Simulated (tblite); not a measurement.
Species: C₃H₁₃NO₂Si₃.
SMILES with atom numbers: `[NH2:1][CH2:2][C:3]([SiH3:4])([SiH3:5])[SiH2:6][O:7][CH:8]=[O:9]` (hydrogens: H10, H11 on N1; H12, H13 on C2; H14, H15, H16 on Si4; H17, H18, H19 on Si5; H20, H21 on Si6; H22 on C8)

Cartesian coordinates in Å at the GFN2-xTB level; atoms count from 1:
```xyz
22
C3H13NO2Si3 angstrom
N     -1.9136   -0.7395   -1.2544
C     -0.4768   -0.5329   -1.1310
C     -0.2829    0.2284    0.1849
Si    -0.1828   -0.9885    1.6466
Si    -1.8862    1.2858    0.2413
Si     1.2495    1.3323    0.1709
O      2.6616    0.4586    0.4593
C      3.1025   -0.4941   -0.3083
O      2.6037   -0.8643   -1.3308
H     -2.2126   -1.4946   -0.6476
H     -2.1854   -0.9707   -2.2042
H     -0.1652    0.0855   -1.9778
H      0.1049   -1.4634   -1.1779
H     -1.3557   -1.8745    1.6564
H      0.9954   -1.8570    1.5104
H     -0.1209   -0.2672    2.9161
H     -1.6124    2.3650    1.2123
H     -3.0543    0.5740    0.7514
H     -2.1258    1.9401   -1.0402
H      1.3922    2.2116    1.3236
H      1.4262    2.0258   -1.1042
H      4.0282   -0.9411    0.1023
```

All values are computed: GFN2-xTB (tblite) harmonic vibrations without scaling, gas phase. Against measured fundamentals such values can be off by several per cent, at times by over 20. Modes of hydrogen on silicon can be 10 to 20 % off. One conformer, not necessarily the lowest.

Harmonic wavenumbers (cm⁻¹): 27.5, 74.1, 92.7, 105.5, 119.3, 134.3, 150.1, 162.8, 183.7, 226.9, 272.2, 276.8, 286.8, 369.5, 404.9, 468.9, 487.5, 526.9, 545.2, 566.7, 604.9, 627.1, 643.6, 729.2, 742.7, 752.7, 765.4, 776.4, 796.1, 808.6, 821.9, 837.0, 861.6, 898.3, 934.5, 949.2, 1003.4, 1072.1, 1109.2, 1156.1, 1220.5, 1261.9, 1350.1, 1370.0, 1501.9, 1539.9, 1774.7, 2144.9, 2194.8, 2215.1, 2270.3, 2280.0, 2283.8, 2297.8, 2333.4, 2785.4, 2880.9, 2952.1, 3388.0, 3419.1.

A = 1416, B = 682.4, C = 664.2 MHz; mass 179.025 u (most abundant isotopes); point group C1, symmetry number 1.

Zero-point energy?

½Σν̃ = 32918 cm⁻¹ = 94.12 kcal/mol.

Give the ideal-gas entropy at 298.15 K and 1 bar in the rigid-rotor, harmonic-oscillator model (classical rotation).

Translation 41.48, rotation 30.59, vibration 46.32: S = 118.4 cal/(mol K).

And Cp and H(298.15 K) − H(0)?

Cp = 54.31 cal/(mol K), of which vibrations give 46.36 (their classical limit is 60 R = 119.2); H(298.15 K) − H(0) = 9.59 kcal/mol without the zero-point energy, 7.22 from vibrations.

Which modes carry the vibrational entropy at 298.15 K?

27.5 cm⁻¹: 6.00; 74.1 cm⁻¹: 4.04; 92.7 cm⁻¹: 3.60; 105.5 cm⁻¹: 3.35; 119.3 cm⁻¹: 3.11; 134.3 cm⁻¹: 2.88 cal/(mol K); the other 54 give 23.33 together.

How do the functions run with temperature in this model?

```
T (K)  S (cal/(mol K))  Cp (cal/(mol K))  H − H(0) (kcal/mol)  G − H(0) (kcal/mol)  ln q(vib)
  150             89.1              33.0                 3.08               -10.28       4.96
  250            109.4              47.8                 7.13               -20.22       9.14
  400            136.1              66.1                15.74               -38.68      15.22
  600            166.2              82.5                30.72               -69.00      22.81
  900            202.8              97.9                57.99              -124.58      32.97
```

q(vib) and H(0) count from the zero-point level.

Hindered rotation and anharmonicity are outside this model. Other conformers, if any are populated, would add a mixing term that is left out. The structure is chiral; the term R ln 2 for an equal mix with its mirror image is left out.
